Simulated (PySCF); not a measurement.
Si(OMe)2 (C2H6O2Si), SMILES [Si](OC)OC (connectivity only; charge and spin as stated), neutral, multiplicity 1.

Coordinates come from a B3LYP-D3(BJ)/def2-SVP optimisation. One conformer was computed; it need not be the lowest.

These are SMD-PBE0/def2-SVP in PySCF values and carry that method's errors.

Solvation free energies are E(SMD) − E(gas) at the gas-phase geometry, for 1 M in both phases. In vacuum the dipole moment is 1.80 D.

Estimate the solvation free energies in water, ethylethanoate, N,N-dimethylformamide. (An estimate is asked for; the answer gives what the named calculation found.)


```csv
solvent,ΔG(solv) (kcal/mol),its non-electrostatic (CDS) part,dipole (D)
water,-1.1,3.4,2.29
ethylethanoate,-2.5,-0.4,2.15
"N,N-dimethylformamide",-2.3,0.4,2.25
```
